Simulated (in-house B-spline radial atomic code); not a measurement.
How numerical settings move a run on the neon ion Ne⁶⁺, [He] 2s2. Computed with a B-spline radial code for spherical atoms: Dirac-Kohn-Sham PBE0, spherical fractional occupations, Fermi nucleus of rms radius 3.0055 fm.

Command:
```bash
python run_scf.py task.json out
```
Settings of the sound reference run:
```
Z                10
electrons        4
configuration    [He] 2s2
hamiltonian      dirac
method           pbe0
spin_polarised   False
nucleus          fermi
rms_radius       3.0055
mass_number      20
atomic_mass      19.99244
speed_of_light   137.036
knot_spacing     0.22
spline_order     8
gauss_points     12
box_radius       8.96
max_iterations   70
damping          0.5
damped_steps     3
diis_vectors     10
tolerance        1e-08
start            Thomas-Fermi
```

Cost of the run: 0.71 s on 1 thread of Arm Neoverse N1, on a shared host.

It converges in 7 iterations to -110.305805 hartree, with 2s1/2 at -195.669 eV. The other runs change the listed settings, some to values that make no sense; their results aren't properties of the atom or ion. Radii are in bohr (the nuclear one in fm), a minus after a letter asks for a j subshell, and «unchanged» means within 1e-8 hartree. The run stops when the residual is below 10 × tolerance × max(1, Z/10), or a noise floor if that is larger, and the energy moves by less than 1e-8 × √|E| hartree; so very loose and very tight tolerances often act alike.

```tsv
changed settings	outcome
box_radius = 2.69, max_iterations = 60, damping = 0.95	converged in 8 iterations, energy +4.25e-04 hartree from the reference, 2s1/2 level +1.3e-02 eV (the program warns: 2s1/2 reaches the box edge)
max_iterations = 12	converged in 7 iterations, energy unchanged
electrons = 5, configuration = [He] 2s2 3p-1, max_iterations = 75	converged in 8 iterations to -112.5718 hartree, a different physical problem
spline_order = 4	converged in 8 iterations, energy +3.12e-05 hartree from the reference, 2s1/2 level +7.4e-05 eV
max_iterations = 8, diis_vectors = 1, start = bare nucleus	converged in 8 iterations, energy unchanged
knot_spacing = 1, max_iterations = 100, damping = 0.8, start = bare nucleus	converged in 7 iterations, energy +6.17e-02 hartree from the reference, 2s1/2 level +3.5e-03 eV
spline_order = 5	converged in 8 iterations, energy +1.59e-06 hartree from the reference, 2s1/2 level +3.2e-07 eV
spline_order = 7, max_iterations = 12, tolerance = 1e-10	converged in 7 iterations, energy +2.44e-07 hartree from the reference, 2s1/2 level -6.0e-05 eV
spline_order = 6	converged in 8 iterations, energy -5.45e-07 hartree from the reference, 2s1/2 level -3.4e-05 eV
spline_order = 3	converged in 7 iterations, energy +2.24e-03 hartree from the reference, 2s1/2 level +9.4e-03 eV
max_iterations = 5	not converged after 5 iterations, last residual 2.5e-04, last energy +2.49e-07 hartree from the reference
```

Q: What happens with max_iterations = 2?

A: Not converged after 2 iterations, last residual 2.2e-02, last energy +2.09e-03 hartree from the reference.

Q: What happens with electrons = 5, configuration = [He] 2s3, max_iterations = 75?

A: Stopped with error: shell 2s holds at most 2 electrons.

Q: What happens with max_iterations = 3?

A: Not converged after 3 iterations, last residual 1.1e-02, last energy +4.73e-04 hartree from the reference.

Q: What happens with method = hf, speed_of_light = 7.495869?

A: Stopped with error: Z/c is past the critical charge.
